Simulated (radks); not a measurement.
Task: All-electron atom: the promethium ion Pm2+ in [Xe] 4f4 6s1 (not the ground configuration). All-electron calculation, scalar-relativistic Kohn-Sham, r2SCAN, spin-polarised, spherical densities, finite nucleus; open shells are filled with parallel spins first (spin-orbit coupling, left out, can overturn this in heavy ions); meta-GGA in the generalised Kohn-Sham scheme; Fermi nuclear charge, rms radius 4.962 fm. Program: a radial shooting solver on a logarithmic mesh with Libxc functionals. Some entries of the table are withheld. Estimate them.

| orbital | occ. | eigenvalue (eV) | <r^2> (bohr^2) | r(max) (bohr) |
|---|---|---|---|---|
| 1s up | 1 | -45110.87 | 0.0007320 | 0.01479 |
| 1s down | 1 | -45110.85 | 0.0007320 | 0.01479 |
| 2s down | 1 | -7373.736 | 0.01156 | 0.08376 |
| 2s up | 1 | -7373.724 | 0.01156 | 0.08376 |
| 2p up | 3 | -6583.984 | 0.009266 | 0.06763 |
| 2p down | 3 | -6583.984 | 0.009266 | 0.06763 |
| 3s up | 1 | -1634.621 | 0.07735 | 0.2383 |
| 3s down | 1 | -1632.995 | 0.07725 | 0.2383 |
| 3p up | 3 | -1385.291 | 0.07751 | 0.2336 |
| 3p down | 3 | -1383.659 | 0.07739 | 0.2335 |
| 3d up | 5 | -1043.488 | 0.06576 | 0.1921 |
| 3d down | 5 | -1042.203 | 0.06560 | 0.1920 |
| 4s up | 1 | -348.5116 | 0.3958 | 0.5520 |
| 4s down | 1 | -344.1923 | 0.3955 | 0.5517 |
| 4p up | 3 | -266.1309 | 0.4463 | 0.5757 |
| 4p down | 3 | -261.7498 | 0.4459 | 0.5753 |
| 4d up | 5 | -149.2989 | 0.5444 | 0.6018 |
| 4d down | 5 | -144.8303 | 0.5454 | 0.6012 |
| 5s up | 1 | -63.2178 | 2.213 | 1.272 |
| 5s down | 1 | -60.9376 | 2.291 | 1.286 |
| 5p up | 3 | -42.3604 | 2.948 | 1.426 |
| 5p down | 3 | -40.6665 | 3.022 | 1.446 |
| 4f up | 4 | -24.6266 | 1.119 | 0.6261 |
| 4f down | 0 | -20.4966 | 1.209 | 0.6279 |
| 6s up | 1 | (1) | 13.28 | 3.180 |

Result: 
(1) 6s up eigenvalue (eV): -16.1250
